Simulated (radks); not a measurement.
The numbers below are computed, except where a source is named.
Question: The bromine ion Br21+, configuration [Ne] 3s2 3p2 (the NIST ground configuration). Code: a radial shooting solver on a logarithmic mesh with Libxc functionals. Model: scalar-relativistic Kohn-Sham, BLYP, spin-polarised, spherical densities, finite nucleus; open shells are filled with parallel spins first; Fermi nuclear charge, rms radius 4.1629 fm. Some entries of the table are withheld. Estimate them.

orbital  occ.  eigenvalue (eV)  <1/r> (bohr^-1)
1s up       1        -14227.17            35.66
1s down     1        -14224.58            35.66
2s up       1        -2608.432            7.992
2s down     1        -2606.309            7.994
2p up       3        -2411.792            7.812
2p down     3        -2408.858            7.812
3s up       1        -956.2417            3.111
3s down     1        -945.5595            3.105
3p up       2        -893.5340              (1)
3p down     0        -882.9559              (2)
3d up       0        -805.4892            2.856
3d down     0        -796.5668            2.865
4s up       0              (3)            1.603
4s down     0              (4)            1.589

Answer: 
(1) 3p up <1/r> (bohr^-1): 3.017
(2) 3p down <1/r> (bohr^-1): 3.013
(3) 4s up eigenvalue (eV): -488.3762
(4) 4s down eigenvalue (eV): -485.5621
